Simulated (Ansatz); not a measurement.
Reaction (redistribution): `[AlH2][NH][SiH3]` + `O[SiH2][Si](O)(F)F` → `O[Si](F)(F)[SiH3]` + `O[SiH2][NH][AlH2]`

Calculated with Ansatz (gas phase, PBE0-D4/def2-TZVP geometries, no zero-point term in ΔE). CCSD(T)/CBS is the MP2 limit (def2-TZVPP, def2-QZVPP) plus CCSD(T) − MP2 in def2-TZVPP, frozen cores. This one scheme is used for every species. DFT in def2-TZVPP. B3LYP here is the variant with VWN-RPA as its local correlation; programs differ in this. Each species was taken in one conformer, which may not be the lowest.

Q: Is it downhill or uphill in electronic energy at CCSD(T)/CBS, and by how much? (An estimate is asked.)

A: Computed: Downhill: ΔE = -31.5 kJ/mol.

Q: What do these levels give: B3LYP-D4, ωB97X-V, ωB97M-V, B2PLYP, PBE, PBE0, B3LYP, HF/def2-TZVPP, MP2/def2-TZVPP, CCSD/def2-TZVPP, HF/def2-QZVPP, MP2/CBS(def2)? (Estimate.)

A: Computed: B3LYP-D4 -28.3, ωB97X-V -30.0, ωB97M-V -31.3, B2PLYP -30.0, PBE -29.8, PBE0 -30.9, B3LYP -28.9, HF/def2-TZVPP -28.8, MP2/def2-TZVPP -31.4, CCSD/def2-TZVPP -31.5, HF/def2-QZVPP -28.8, MP2/CBS(def2) -31.0 kJ/mol.

Largest T1 diagnostic among the species: 0.013.
